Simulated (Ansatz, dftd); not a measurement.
System: AlHClF, charge 0, singlet. AlHClF (SMILES [F][AlH][Cl]).
B3LYP-D3(BJ)/def2-TZVP minimum from Ansatz (a program for electronic structure):
```xyz
4

Al    -0.5622     0.1681    -0.4729
H     -1.7501    -0.3970    -1.3028
F     -0.2323     1.7801    -0.5103
Cl     0.6558    -1.0476     0.7084
```
Charge 0, spin multiplicity 1.

Quantity: atomisation energy (electronic, to ground-state atoms), in kJ/mol. UHF or UKS for unpaired electrons; spin-orbit terms are left out. Correlated methods leave the cores frozen. Rows without X2C or -DK are non-relativistic. CBS(X,Y): correlation extrapolated as X^-3, Hartree-Fock from the larger set (Q,5: extrapolated as (X+1)exp(-9√X)). A bracket is a step between two methods taken in the basis named. Functionals run without relativity, which enters their misses. '+ core + X2C': CCSD(T) terms for core correlation (cc-pwCVTZ, 1s frozen past Ne) and scalar relativity (cc-pVTZ-DK). For partners of very few electrons the exact lower level stands in for a higher one.

```tsv
level	program	atomisation energy (kJ/mol)	difference against the last row
HF/cc-pV(5+d)Z	Ansatz	1037.8	-304.6
PBE-D3(BJ)/def2-TZVPD	Ansatz + dftd3	1322.8	-19.6
wB97X-V/def2-TZVPD	Ansatz	1332.6	-9.8
CCSD(T)/CBS(cc-pV(Q+d)Z,cc-pV(5+d)Z)	Ansatz	1349.6	7.2
CCSDT(Q)/cc-pV(D+d)Z	Ansatz	1208.5	-133.9
CCSDT(Q)/cc-pV(T+d)Z	Ansatz	1295.8	-46.6
CCSD(T)/CBS(cc-pV(Q+d)Z,cc-pV(5+d)Z) + [CCSDT(Q) - CCSD(T)]/cc-pV(T+d)Z + core + X2C	Ansatz	1342.4	0.0
```
